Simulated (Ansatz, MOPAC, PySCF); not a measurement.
Noncovalent pair: CH4O (SMILES CO) (first 6 atoms) with CH2O2 (SMILES O=CO); geometry from B3LYP-D3(BJ)/def2-TZVP, rigid monomers moved along the line of their centres of mass till O2···H11 is 2.98 Å.
(charge 0, multiplicity 1):
```xyz
11

C     -0.190    -0.350     0.183
O      0.489    -0.806     1.352
H     -0.904     0.445     0.414
H     -0.729    -1.202    -0.228
H      0.520     0.011    -0.566
H      0.937    -0.055     1.780
O      0.756     1.170     4.912
C     -0.055     0.536     5.549
O     -0.710    -0.532     5.124
H     -0.339     0.790     6.578
H     -0.422    -0.723     4.187
```

Interaction energies are E(AB) − E(A) − E(B) at the monomers' geometry in the complex; basis-set methods are counterpoise corrected. Rows marked so take none.

Rows in 3-21G, 6-31G* carry no dispersion term and start afresh at each structure (6-31G* with six Cartesian d functions). The state that PM3 reach isn't checked.

The values were computed with Ansatz (Gaussian basis) for Hartree–Fock, density functionals and correlated methods; MOPAC for PM3 (differences of heats of formation); PySCF for 3-21G rows, 6-31G* rows, the dispersion terms. Values without a source in brackets are computed.

Problem. One of these levels gives -133.6 meV for the interaction energy. Which one is it?
A. HF/6-31G*
B. PBE-D3(BJ)/def2-TZVPPD
C. B3LYP/3-21G (no counterpoise)
D. PM3

Solution. A, HF/6-31G*. The others give -61.0 (PM3), -153.0 (PBE-D3(BJ)/def2-TZVPPD), -172.9 (B3LYP/3-21G (no counterpoise))

Ansatz is an electronic-structure program.
